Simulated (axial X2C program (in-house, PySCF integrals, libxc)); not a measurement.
## What spin–orbit coupling does to TaO⁻

All values were computed with an axial X2C code built on PySCF integrals. Spin-free means the one-electron spin-free X2C Hamiltonian; two-component (2c) means X2C with spin–orbit coupling and atomic mean-field two-electron Coulomb and Gaunt terms, so the difference of the two also holds small scalar two-electron terms. Basis: Ta dyall-av3z [14s15p10d7f2g], O dyall-av3z [7s6p3d2f] (cores contracted in-house); Gaussian nuclei, density fitting, unrestricted open shells. Masses: Ta 180.948 u, O 15.995 u.

Spin-free state: M_S = 1, Λ = 0 (beyond evenly filled blocks: δ+α, δ-α); fragments Ta + O-.

| level | Re (Å) | ωe (cm⁻¹) | De (eV) | μ (D) |
| --- | --- | --- | --- | --- |
| PBE | 1.730 | 932.0 | 8.270 | -0.82 |
| PW91 | 1.730 | 933.5 | 8.293 | -0.88 |

Dipoles are positive if O is the positive end and refer to the centre of mass.

Two-component determinant lowest at the distance of the search:

Ω = 1 (⟨Sz⟩ = 0.99, ⟨Lz⟩ = 0.01 at PBE); fragments Ta + O-.

| level | Re (Å) | ωe (cm⁻¹) | μ (D) |
| --- | --- | --- | --- |
| PBE | 1.729 | 931.4 | -0.81 |
| PW91 | 1.729 | 932.9 | -0.87 |

Problem. From the two tables, how do the constants change at the PBE level (2c against spin-free)?

Solution. At the PBE level Re falls by 0.001 Å and ωe drops by 0.6 cm⁻¹.

The state is a single determinant with fixed occupations, the lowest that a limited PBE0 search found. Dissociation energies refer to the lowest single-determinant-based atoms at the same level and basis. De is not given where an atomic determinant may have missed its ground term or J level, or where the truncated virtual space spoils (T). Density functionals use the spin component along the axis (collinear). Other states lie close and PBE0, whose exact exchange favours high spin, may order them wrongly; the determinant shown need not be the ground state. The nearest other spin-free determinant of the search, M_S = 0, Λ = 4, lies 0.78 eV up at the distance of the search. The functionals have no current-density term, which raises determinants with orbital currents, atoms included. With several unpaired electrons one determinant need not be a pure state. Open-shell Ω = 0 determinants with evenly filled partner blocks cannot be reached by this program, so the Ω shown need not be the lowest component. At some level and bond length an empty orbital lies below a filled one. The highest occupied level of some functionals is positive through self-interaction error; at Hartree–Fock it is bound. The determinant is spin-polarised beyond a pure state at some levels (its spin-free form has ⟨S²⟩ too high), which makes Re and μ there less reliable.
